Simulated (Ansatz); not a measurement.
[Li(H2O)4]+ (LiO4H8⁺). The state is a singlet with charge 1. Geometry r2SCAN-D4/def2-SVP, basis def2-TZVP, Ansatz.

| run | HOMO (eV) | LUMO (eV) |
| --- | --- | --- |
| A | -14.07 | -3.64 |
| B | -16.31 | -3.06 |
| C | -12.30 | -4.15 |
| D | -13.76 | -4.15 |
| E | -13.47 | -4.52 |
| F | -15.34 | -3.54 |

B3LYP takes the VWN-RPA correlation.

**Question.** The runs used B3LYP, CAM-B3LYP, PBE0, r2SCAN, r2SCAN0, ωB97M-V. Estimate which is which.

**Answer.** A r2SCAN0 (25 % exact exchange); B ωB97M-V (range-separated); C r2SCAN (0 % exact exchange); D PBE0 (25 % exact exchange); E B3LYP (20 % exact exchange); F CAM-B3LYP (range-separated). Exact exchange lowers occupied and raises empty levels; among semilocal functionals meta-GGAs tend to open the gap a little, and such runs are hard to tell apart. The gap grows from 8.15 eV (r2SCAN) to 13.26 eV (ωB97M-V).
